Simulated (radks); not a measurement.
The numbers below are computed, except where a source is named.
Task: Species: Ti3+. Configuration: [Ar] 3d1. Level of theory: Dirac Kohn-Sham, PBE, spin-unpolarised, spherical densities, finite nucleus; open shells are shared between the two j in proportion to 2j + 1; Fermi nuclear charge, rms radius 3.5921 fm (a radial shooting solver on a logarithmic mesh with Libxc functionals). Some entries of the table are withheld. Estimate them.

orbital  occ.  eigenvalue (eV)  <r> (bohr)  <r^2> (bohr^2)
1s1/2       2        -4901.564     0.06959        0.006513
2s1/2       2        -570.8128      0.3247          0.1248
2p1/2       2        -481.9504      0.2881             (1)
2p3/2       4        -476.1799      0.2907             (2)
3s1/2       2         -95.0319      0.9925           1.133
3p1/2       2         -71.3752         (3)           1.295
3p3/2       4         -70.6841         (4)           1.312
3d3/2     0.4              (5)       1.262           1.970
3d5/2     0.6              (6)       1.264           1.977

Result: 
(1) 2p1/2 <r^2> (bohr^2): 0.1025
(2) 2p3/2 <r^2> (bohr^2): 0.1043
(3) 3p1/2 <r> (bohr): 1.052
(4) 3p3/2 <r> (bohr): 1.059
(5) 3d3/2 eigenvalue (eV): -34.7287
(6) 3d5/2 eigenvalue (eV): -34.6655
